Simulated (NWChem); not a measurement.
## Spin states of ClSi (+1)

```xyz
2

Si     0.0000     0.0000     1.0934
Cl     0.0000     0.0000    -0.9005
```
Charge +1, spin multiplicity 1.

The numbers come from NWChem runs, not from measurements. All single points use one geometry, from PBE/def2-SVP, a minimum by its harmonic frequencies.

Basis set: def2-TZVP. The gap is E(triplet) − E(singlet) at the geometry of the singlet, so a negative value puts the higher spin lower. Open shells are unrestricted, coupled cluster uses restricted open-shell references, and the singlet is the closed-shell solution. The triplet is the single determinant that the SCF runs reached, with unpaired electrons in orbitals of symmetry b2 and b2 (C2v labels); it need not be the lowest triplet, which in molecules with degenerate π orbitals can need several determinants.

The correlated methods keep 10 core orbitals frozen. The structure started from a generated list of species. No SCF solution was tested for a lower state. Open-shell Hartree-Fock references start from PBE0 orbitals. Coupled-cluster values serve here as a point of comparison, not as the truth.

For the vertical singlet-triplet gap, PBE0 gives 120.1 kcal/mol and CCSD(T) gives 122.7 kcal/mol. What do HF, CR-CCSD(T), MP2 give?

HF: 101.1 kcal/mol; CR-CCSD(T): 122.2 kcal/mol; MP2: 127.8 kcal/mol.
